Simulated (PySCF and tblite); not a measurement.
Values are calculated unless marked as measured or tabulated.
C₈H₇F, numbered as in [CH2:1]=[CH:2][c:3]1[cH:4][cH:5][cH:6][c:7]([F:8])[cH:9]1. The ensemble was built from 60 distance-geometry starts (ETKDG, MMFF94s, GFN2-xTB) and rests on GFN2-xTB geometries. Weights use PBE0-D3(BJ)/def2-SVP (IEF-PCM, acetonitrile) energies plus GFN2-xTB zero-point and thermal terms (modes under about 100 cm⁻¹ blended into free rotors). Symmetry numbers and mirror images are counted. Conformers within 3 kcal/mol (GFN2-xTB free energy) were kept, 8 at most. GIAO shieldings: mPW1PW91/pcSseg-1 (IEF-PCM, acetonitrile). Shifts are against TMS (¹H), TMS (¹³C) at the same level. Programs: PySCF with density fitting and tblite.

Torsions listed: C1–C2–C3–C4.

```
conformer  shape  point group  mirror pair  ΔE(DFT)  Δ(G−E) at 150 K  δ H4 (ppm)
        1   180°           Cs           no     0.00             0.00        7.42
        2     0°           Cs           no     0.17            -0.04        8.12
```

Energies in kcal/mol; the thermal term leaves out symmetry numbers and mirror images.

(1) Work out the weights at 150 K and the ¹H shift of H4 under fast exchange.

Answers

(1) RT = 0.298 kcal/mol. Each conformer gets RT ln(σ/g), with σ the rotational symmetry number and g = 2 for a mirror pair: 1: σ = 1, g = 1, G = 0.00 + 0.00 + 0.00 = 0.00, 0.00 above the lowest, exp(−ΔG/RT) = 1.000; 2: σ = 1, g = 1, G = 0.17 − 0.04 + 0.00 = 0.13, 0.13 above the lowest, exp(−ΔG/RT) = 0.655. The sum is 1.655, so the weights are 60.4, 39.6 %. The averaged shift is 7.70 ppm. At 298.15 K it is 7.75 ppm. At 298.15 K the leading conformer alone gives 7.42 ppm and bare DFT energies give 7.72 ppm.
